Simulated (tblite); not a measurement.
Compound: C5H14P2S.
Geometry (GFN2-xTB, Å), atoms numbered from 1 in this order:
```xyz
22
C5H14P2S angstrom
C      3.1960    0.5798   -0.3001
C      1.9856   -0.3052   -0.0378
C      0.7293    0.5167    0.2223
P     -0.6614   -0.6090    0.6889
P     -0.8718   -1.8919   -1.0914
S     -0.4078   -1.5049    2.4008
C     -2.1577    0.4855    0.6586
C     -2.5943    0.9203   -0.7305
H      3.3997    1.2074    0.5647
H      3.0203    1.2235   -1.1598
H      4.0758   -0.0270   -0.4986
H      2.1751   -0.9448    0.8294
H      1.8116   -0.9556   -0.9037
H      0.4522    1.0931   -0.6631
H      0.8838    1.2006    1.0626
H     -2.0094   -2.4756   -0.5371
H     -0.0410   -2.8491   -0.5205
H     -1.9182    1.3461    1.2918
H     -2.9507   -0.0791    1.1593
H     -1.8125    1.4893   -1.2286
H     -3.4820    1.5465   -0.6618
H     -2.8329    0.0529   -1.3479
```

Computed with GFN2-xTB (tblite): harmonic, unscaled wavenumbers at the GFN2-xTB geometry, gas phase. Against measured fundamentals such values can be off by several per cent, at times by over 20. Modes of hydrogen on phosphorus can be 10 to 20 % off. One conformer, not necessarily the lowest.

Harmonic wavenumbers (cm⁻¹): 43.9, 55.5, 77.4, 96.7, 136.8, 157.1, 163.9, 199.6, 204.4, 223.3, 236.1, 265.7, 313.8, 347.8, 437.4, 647.0, 686.9, 709.5, 719.1, 746.9, 767.9, 793.2, 854.6, 945.0, 972.4, 995.7, 1003.9, 1069.1, 1081.1, 1106.5, 1109.6, 1199.8, 1206.0, 1208.4, 1247.0, 1265.7, 1335.9, 1405.8, 1415.5, 1415.8, 1434.4, 1479.5, 1480.8, 1488.8, 1500.2, 1500.9, 2281.5, 2338.6, 2917.3, 2926.5, 2936.4, 2940.4, 2949.8, 2960.6, 2992.7, 3023.4, 3029.5, 3035.3, 3036.6, 3044.2.

A = 1194, B = 837.8, C = 732.5 MHz; mass 168.029 u (most abundant isotopes); point group C1, symmetry number 1.

Problem. Zero-point energy?

Solution. Half the sum of the wavenumbers: 39083 cm⁻¹ = 467.53 kJ/mol.

Problem. What is S at 298.15 K and 1 bar for an ideal gas of classical rigid rotors and harmonic oscillators?

Solution. Translation 172.76, rotation 127.45, vibration 172.48: S = 472.7 J/(mol K).

Problem. And Cp and H(298.15 K) − H(0)?

Solution. Cp = 191.76 J/(mol K), of which vibrations give 158.50 (their classical limit is 60 R = 498.9); H(298.15 K) − H(0) = 36.07 kJ/mol without the zero-point energy, 26.15 from vibrations.

Problem. What must be added to the electronic energy to get the Gibbs energy at 298.15 K and 1 bar?

Solution. ZPE + [H(298.15 K) − H(0)] − T·S = 467.53 + 36.07 − 140.93 = 362.67 kJ/mol.

Problem. Which modes carry the vibrational entropy at 298.15 K?

Solution. 43.9 cm⁻¹: 21.23; 55.5 cm⁻¹: 19.29; 77.4 cm⁻¹: 16.55; 96.7 cm⁻¹: 14.73; 136.8 cm⁻¹: 11.92; 157.1 cm⁻¹: 10.81 J/(mol K); the other 54 give 77.95 together.

Problem. Blend soft modes into free rotors: weight 1/[1 + (100 cm⁻¹/ν̃)⁴] for the oscillator and the rest for a rotor with moment μB/(μ + B), μ = h/(8π²ν), B = 10⁻⁴⁴ kg m². What vibrational entropy results?

Solution. 157.99 J/(mol K) in place of 172.48, which changes −T·S at 298.15 K by +4.32 kJ/mol.

Problem. How do the functions run with temperature in this model?

Solution. 
```csv
T (K),S (J/(mol K)),Cp (J/(mol K)),H − H(0) (kJ/mol),G − H(0) (kJ/mol),ln q(vib)
50,260.5,66.6,2.32,-10.71,0.79
100,318.8,103.4,6.63,-25.25,2.63
373.15,519.3,225.0,51.70,-142.09,12.79
500,592.4,275.0,83.51,-212.67,16.98
750,718.6,347.7,161.98,-376.99,24.66
1000,825.8,396.8,255.43,-570.40,31.65
```

q(vib) and H(0) count from the zero-point level.

Hindered rotation and anharmonicity are outside this model. Other conformers, if any are populated, would add a mixing term that is left out. The structure is chiral; the term R ln 2 for an equal mix with its mirror image is left out.
